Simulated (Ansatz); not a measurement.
`C[Si](C)(C)CBCl` + `Cl[Si](Cl)(Cl)[SeH]` → `C[Si](C)(C)[Se][Si](Cl)(Cl)Cl` + `CBCl`  (ligand exchange at the Si–C bond)

Calculated with Ansatz (gas phase, PBE0-D4/def2-TZVP geometries, no zero-point term in ΔE). CCSD(T)/CBS adds triple-zeta CCSD(T) − MP2 to the extrapolated MP2 energy (def2 sets, frozen cores). Functionals use def2-TZVPP. For Se outer-core shells are correlated without core-valence functions, which leaves a few kJ/mol of doubt a bond. Scalar relativity is left out up to krypton. One conformer a species, not always the lowest.

CCSD(T)/CBS gives -72.3 kJ/mol.

Another level gave -73.1 kJ/mol. Which?
A. revPBE/def2-TZVPP
B. PBE0-D4/def2-TZVPP
C. BHLYP-D4/def2-TZVPP
D. PBE0/def2-TZVPP

B. PBE0-D4 -73.1, PBE0 -66.1, revPBE -61.8, BHLYP-D4 -77.6 kJ/mol.

Largest T1 diagnostic among the species: 0.011.

From BLYP to BHLYP (50 % exact exchange), in def2-TZVPP and without D4, ΔE moves by −5.5 kJ/mol. The D4 term adds −11.8 kJ/mol with B3LYP and −7.0 kJ/mol with PBE0; it sums over pairs of atoms, weighted by their polarisabilities, and B3LYP, whose exchange is more repulsive, gets the larger term.

B3LYP here is the variant with VWN-RPA as its local correlation; programs differ in this.
